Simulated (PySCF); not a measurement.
**How methods differ on the ionisation energy of Sc**

Sc [Ar] 3d1 4s2 (2D) → Sc⁺ [Ar] 3d1 4s1 (3D), as a difference of total energies. Computed with PySCF 2.14 in aug-cc-pVDZ-DK (7s6p4d2f, 59 functions), with scalar relativity by spin-free X2C-1e. Correlated levels: valence: [Ar] frozen. The calculations carry no spin-orbit coupling.

| method | ionisation energy (eV) |
| --- | --- |
| UHF | 5.396 |
| PBE | 6.525 |
| M06-2X | 6.813 |
| MP2 (valence) | 6.056 |
| SCS-MP2 (valence) | 6.188 |

How much does correlation contribute at MP2 (valence)?

6.056 − (5.396) = 0.660 eV, measured against UHF.

Errors of the correlated levels include the incompleteness of this basis and the frozen core.

MP2 underrates the near-degeneracy of ns² with np² in the lower species.

For comparison: 6.562 eV (measured; NIST levels, between the centres of gravity of the two terms).
